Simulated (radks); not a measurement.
Task: Coherent X-ray form factor from a spherical all-electron density. Calculated with a radial shooting solver on a logarithmic mesh with Libxc functionals: scalar-relativistic Kohn-Sham, BLYP, spin-polarised, spherical densities, finite nucleus; Fermi nuclear charge, rms radius of each element as measured or else 0.836 A^(1/3) + 0.57 fm.

| sin(theta)/lambda (1/angstrom) | f0 (electrons) |
|---|---|
| 0.05 | 54.626 |
| 0.1 | 53.543 |
| 0.15 | 51.853 |
| 0.2 | 49.704 |
| 0.25 | 47.260 |
| 0.3 | 44.675 |
| 0.4 | 39.548 |
| 0.5 | 34.915 |
| 0.6 | 30.934 |
| 0.8 | 24.771 |
| 1 | 20.571 |
| 1.25 | 17.241 |
| 1.5 | 14.993 |
| 2 | 11.312 |

The species is in the configuration that NIST lists as its ground one. Which atom or ion scatters so?

Result: The europium ion Eu8+, [Kr] 4d10 4f5 5s2 5p2. Extrapolating in s^2 from the first two rows gives f0(0) = 55.0, near the electron count 55; among species with that count, the fall with angle is slower the higher Z, and the table is that of Z = 63; from so few rows the species is fixed only to a neighbour or two.
